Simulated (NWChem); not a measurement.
System: BF

Input file for NWChem:

```
start job
memory heap 200 mb stack 900 mb global 1100 mb
geometry units angstroms noautosym nocenter noautoz
  B      0.000000     0.000000    -0.814833
  F      0.000000     0.000000     0.459337
end
basis spherical
  * library def2-svp
end
dft
  xc xpbe96 cpbe96
  iterations 150
  vectors input atomic output neutral.movecs
end
task dft energy
charge 1
dft
  odft
  mult 2
  vectors input atomic output cation.movecs
end
task dft energy
```

The geometry was optimised at B3LYP/6-31G* (spherical d).

Ions are spin-unrestricted doublets at the neutral geometry; other ion states weren't tried.

Question: What results follow from this input? (PBE/def2-SVP, vertical spin-unrestricted ions.) Quantities: vertical ionisation energy, ΔSCF (eV); −ε(HOMO) (eV).

Answer: The vertical ionisation energy, ΔSCF (eV) is 10.82 and the −ε(HOMO) (eV) is 6.61.
